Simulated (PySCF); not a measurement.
Br4Sn, singlet, geometry from GFN2-xTB (such geometries of metal compounds can be far from the true shape) (core potentials on Sn); M062X/def2-SV(P) (PySCF).

Here is a job for PySCF.
```python
from pyscf import gto, scf, dft

mol = gto.M(
    atom='''
Br   -0.911861    2.255196   -0.770926
Sn   -0.000000    0.000000    0.000000
Br   -1.756461   -1.808170   -0.396347
Br    0.557732    0.113383    2.487530
Br    2.110590   -0.560409   -1.320257
''',
    basis='def2-sv(p)',
    ecp={'Sn': 'def2-sv(p)'},
    charge=0,
    spin=0,
    verbose=4,
)

mf = dft.RKS(mol)
mf.xc = 'm062x'
mf.kernel()
```

### Question
What does PySCF print? Leave out banner, timings and long lists.

### Answer

```
PySCF version 2.14.0

[INPUT] verbose = 4
[INPUT] num. atoms = 5
[INPUT] num. electrons = 162
[INPUT] charge = 0
[INPUT] spin (= nelec alpha-beta = 2S) = 0
[INPUT] symmetry False subgroup None
[INPUT] Mole.unit = angstrom
[INPUT] Symbol           X                Y                Z      unit          X                Y                Z       unit  Magmom
[INPUT]  1 Br    -0.911861000000   2.255196000000  -0.770926000000 AA   -1.723167553672   4.261702797215  -1.456839002306 Bohr   0.0
[INPUT]  2 Sn     0.000000000000   0.000000000000   0.000000000000 AA    0.000000000000   0.000000000000   0.000000000000 Bohr   0.0
[INPUT]  3 Br    -1.756461000000  -1.808170000000  -0.396347000000 AA   -3.319230238480  -3.416946086655  -0.748987280293 Bohr   0.0
[INPUT]  4 Br     0.557732000000   0.113383000000   2.487530000000 AA    1.053960730906   0.214262817182   4.700750426639 Bohr   0.0
[INPUT]  5 Br     2.110590000000  -0.560409000000  -1.320257000000 AA    3.988437061246  -1.059019527741  -2.494924144040 Bohr   0.0

nuclear repulsion = 1572.08484392109
number of shells = 58
number of NR pGTOs = 357
number of NR cGTOs = 154
basis = def2-sv(p)
ecp = {'Sn': 'def2-sv(p)'}

******** <class 'pyscf.dft.rks.RKS'> ********
method = RKS
initial guess = minao
damping factor = 0
level_shift factor = 0
DIIS = <class 'pyscf.scf.diis.CDIIS'>
diis_start_cycle = 1
diis_space = 8
diis_damp = 0
SCF conv_tol = 1e-09
SCF conv_tol_grad = None
SCF max_cycles = 50
direct_scf = True
direct_scf_tol = 1e-13
XC library pyscf.dft.libxc version 7.1.2
    S. Lehtola, C. Steigemann, M. J. T. Oliveira, and M. A. L. Marques,  SoftwareX 7, 1–5 (2018)
XC functionals = m062x
    Y. Zhao and D. G. Truhlar,  Theor. Chem. Acc. 120, 215 (2008)
    Y. Zhao and D. G. Truhlar,  Theor. Chem. Acc. 120, 215 (2008)
radial grids:
    Treutler-Ahlrichs [JCP 102, 346 (1995); DOI:10.1063/1.469408] (M4) radial grids

becke partition: Becke, JCP 88, 2547 (1988); DOI:10.1063/1.454033
pruning grids: <function nwchem_prune>
grids dens level: 3
symmetrized grids: False
atomic radii adjust function: <function treutler_atomic_radii_adjust>
small_rho_cutoff = 0
Set gradient conv threshold to 3.16228e-05
Initial guess from minao.
tot grids = 103656
init E= -10482.9303711797
  HOMO = -0.65487588361075  LUMO = -0.597376766509612  gap/eV = 1.56463
cycle= 1 E= -10508.1504172102  delta_E= -25.2  |g|= 2.66  |ddm|= 7.29
  HOMO = -0.152768541450686  LUMO = 0.150837713353141  gap/eV = 8.26155
cycle= 2 E= -10507.8737429895  delta_E= 0.277  |g|= 2.87  |ddm|=  6.2
  HOMO = -0.359022328822335  LUMO = -0.12796884883236  gap/eV = 6.28729
cycle= 3 E= -10509.9620777615  delta_E= -2.09  |g|= 0.161  |ddm|= 2.89
  HOMO = -0.370827166491072  LUMO = -0.125375445135226  gap/eV = 6.67908
cycle= 4 E= -10509.9669971509  delta_E= -0.00492  |g|= 0.0883  |ddm|= 0.266
  HOMO = -0.370402467693777  LUMO = -0.124861221876216  gap/eV = 6.68152
cycle= 5 E= -10509.9680366591  delta_E= -0.00104  |g|= 0.00767  |ddm|= 0.0699
  HOMO = -0.370716528425446  LUMO = -0.12474765290078  gap/eV = 6.69315
cycle= 6 E= -10509.9680533448  delta_E= -1.67e-05  |g|= 0.0024  |ddm|= 0.0153
  HOMO = -0.370420738557595  LUMO = -0.124459650893257  gap/eV = 6.69294
cycle= 7 E= -10509.9680544083  delta_E= -1.06e-06  |g|= 0.000668  |ddm|= 0.00316
  HOMO = -0.370440603939624  LUMO = -0.124516793731004  gap/eV = 6.69193
cycle= 8 E= -10509.9680545555  delta_E= -1.47e-07  |g|= 7.11e-05  |ddm|= 0.000856
  HOMO = -0.370449017001849  LUMO = -0.124516566404601  gap/eV = 6.69216
cycle= 9 E= -10509.968054557  delta_E= -1.55e-09  |g|= 1.37e-05  |ddm|= 0.000143
  HOMO = -0.370447591960091  LUMO = -0.124515247852955  gap/eV = 6.69216
cycle= 10 E= -10509.9680545571  delta_E= -8.37e-11  |g|= 1.38e-06  |ddm|= 2.41e-05
  HOMO = -0.370447860434697  LUMO = -0.124515458473802  gap/eV = 6.69216
Extra cycle  E= -10509.9680545571  delta_E= 2.73e-11  |g|= 9.68e-07  |ddm|= 3.46e-06
converged SCF energy = -10509.9680545571
```
